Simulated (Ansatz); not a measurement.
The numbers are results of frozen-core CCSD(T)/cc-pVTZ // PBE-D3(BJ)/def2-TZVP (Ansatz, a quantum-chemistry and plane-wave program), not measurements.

Ansatz 0.2 input:
```yaml
crystal:
  periodic: [false, false, false]
  atoms:
    - { symbol: C, position_ang: [1.315609, 0.01836, 0.137231] }
    - { symbol: C, position_ang: [0.069377, 0.006828, -0.123457] }
    - { symbol: C, position_ang: [-1.231021, -0.084709, -0.05084] }
    - { symbol: O, position_ang: [-2.406792, -0.134168, -0.130078] }
    - { symbol: H, position_ang: [2.252826, 0.193688, -0.38441] }
basis:
  gaussian: { orbitals: cc-pVTZ }
correlation:
  method: ccsd_t
magnetization:
  spin_polarized: true
  initial_magnetization: 1
```

Output:

```
Functional definition: HF
794 factors; integrals over basis functions are off by at most 1.2e-3 eV
mean field evaluation 1: about -5139.9177 eV, gradient 2.2e1 eV
mean field evaluation 2: about -5139.9221 eV, gradient 2.2e1 eV
mean field evaluation 4: about -5142.2648 eV, gradient 3.8e0 eV
mean field evaluation 8: about -5142.4762 eV, gradient 5.4e-1 eV
mean field evaluation 16: about -5142.6077 eV, gradient 1.2e-1 eV
mean field evaluation 32: about -5142.5175 eV, gradient 4.8e-1 eV
mean field evaluation 64: about -5142.6059 eV, gradient 9.9e-2 eV
mean field evaluation 96: about -5142.6026 eV, gradient 1.7e-1 eV
mean field evaluation 128: about -5141.6046 eV, gradient 2.7e0 eV
mean field evaluation 160: about -5142.1674 eV, gradient 2.4e-2 eV
mean field evaluation 192: about -5141.6315 eV, gradient 2.3e-3 eV
mean field evaluation 224: about -5138.6222 eV, gradient 1.4e1 eV
mean field -5142.60812337 eV, -188.9873627488 hartree, gradient 9.5e-6 eV, S^2 1.168689; 13 other end points of the search recorded, 0 dependent functions left out
determinant -5142.60812337 eV, -188.9873627488 hartree, with singles and doubles -5160.57166290 eV, -189.6475106506 hartree
determinant -5142.16746438 eV, -188.9711688297 hartree, with singles and doubles -5159.89743369 eV, -189.6227331841 hartree
determinant -5141.63154677 eV, -188.9514742208 hartree, with singles and doubles -5160.01454141 eV, -189.6270368133 hartree
determinant -5139.66010548 eV, -188.8790250895 hartree, with singles and doubles -5156.81503441 eV, -189.5094570997 hartree
determinant -5139.42420365 eV, -188.8703558573 hartree, with singles and doubles -5156.74119253 eV, -189.5067434607 hartree
4 core orbitals not correlated
reference -5142.60812337 eV, -188.9873627488 hartree; 10, 9 occupied and 120, 121 virtual orbitals, 794 factors
second order -17.07755629 eV of doubles, -0.00000000 eV of singles
cycle   1  -17.82234891 eV  change    -1.6e0 eV  update   2.7e-2
cycle   2  -17.88370006 eV  change   -6.1e-2 eV  update   8.6e-3
cycle   3  -17.88159182 eV  change    2.1e-3 eV  update   5.3e-3
cycle   4  -17.89279305 eV  change   -1.1e-2 eV  update   3.7e-3
cycle   5  -17.90215893 eV  change   -9.4e-3 eV  update   1.8e-3
cycle   6  -17.90457452 eV  change   -2.4e-3 eV  update   7.2e-4
cycle   7  -17.90595310 eV  change   -1.4e-3 eV  update   2.5e-4
cycle   8  -17.90624769 eV  change   -2.9e-4 eV  update   1.3e-4
cycle   9  -17.90635300 eV  change   -1.1e-4 eV  update   6.4e-5
cycle  10  -17.90633692 eV  change    1.6e-5 eV  update   3.1e-5
cycle  11  -17.90635607 eV  change   -1.9e-5 eV  update   1.6e-5
perturbative correction -1.02893583 eV, -0.0378126941 hartree
Total energy: -5161.54341527 eV, -189.6832218913 hartree
```

Cost: about 2.2 core-minutes (a rough figure).
